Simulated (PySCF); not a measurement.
PySCF job for C3H7O2, SMILES C[C](O)CO, multiplicity 2, B3LYP/pcH-1. Geometry optimised at B3LYP-D3(BJ)/def2-SVP. The isomer is the one that the SMILES or the coordinates give; other isomers of the formula were not compared. The values are those of a single conformer.

```python
import numpy as np
from pyscf import gto, scf, dft
from pyscf.prop.hfc import uks as hfc

mol = gto.M(
    atom='''
    C     1.39738223   -0.80308678    0.51981440
    C     0.54846911    0.11364096   -0.29149688
    O     0.71427161    1.43924654    0.04577969
    C    -0.81769047   -0.29590748   -0.73295396
    O    -1.73006525   -0.49152713    0.35020439
    H     1.01085487   -0.91466067    1.55351282
    H     1.42114460   -1.80809107    0.07188572
    H     2.42705500   -0.41957301    0.59165612
    H     0.17235353    1.98162062   -0.54485704
    H    -0.77202615   -1.25926758   -1.26382671
    H    -1.21576617    0.45199857   -1.45490149
    H    -1.68623166    0.29833770    0.90647658
    ''',
    basis='pcH-1',
    charge=0,
    spin=1,
    max_memory=1600,
    verbose=3,
)
mf = dft.UKS(mol, xc='b3lyp').density_fit(auxbasis='def2-universal-jkfit')
mf.grids.level = 3
mf.conv_tol = 1e-10
mf.max_cycle = 100
mf.kernel()
fine, coarse = mf.grids, dft.Grids(mol).set(level=1).build(with_non0tab=True)
for _ in range(3):  # follow internal instabilities
    mf.grids = coarse
    mo, _, stable, _ = mf.stability(return_status=True, nroots=4)
    mf.grids = fine
    if stable:
        break
    mf.kernel(mf.make_rdm1(mo, mf.mo_occ))
A = hfc.HFC(mf).make_fcdip(mf.make_rdm1())  # Fermi contact and dipolar terms, MHz
print('atom   A(iso)/MHz   principal dipolar parts/MHz')
for i, a in enumerate(A):
    w = np.linalg.eigvalsh((a + a.T) / 2)
    print(f'{mol.atom_symbol(i):2s}{i + 1:3d} {w.mean():12.2f}', (w - w.mean()).round(2))
```

Log of the run:

```

WARN: HOMO -0.162959729106941 >= LUMO -0.162959729106952

converged SCF energy = -268.938634173946  <S^2> = 0.75351363  2S+1 = 2.0035105
<class 'pyscf.df.df_jk.DFUKS'> wavefunction is stable in the internal stability analysis
atom   A(iso)/MHz   principal dipolar parts/MHz
C   1       -19.07 [-1.78 -1.58  3.36]
C   2       172.02 [-75.37 -74.03 149.41]
O   3       -16.42 [-59.58  28.75  30.83]
C   4        18.59 [-2.8  -1.61  4.41]
O   5       -22.28 [-23.64  11.41  12.23]
H   6       120.18 [-4.11 -3.03  7.14]
H   7        18.56 [-5.3 -4.2  9.5]
H   8        32.13 [-4.98 -4.28  9.26]
H   9        -3.07 [-12.11  -9.39  21.5 ]
H  10        10.40 [-6.77 -3.59 10.36]
H  11         6.80 [-6.37 -3.81 10.18]
H  12        -5.44 [-8.24  0.18  8.06]
```

The calculation finished and met its thresholds.

Cost: roughly 3 core-minutes.
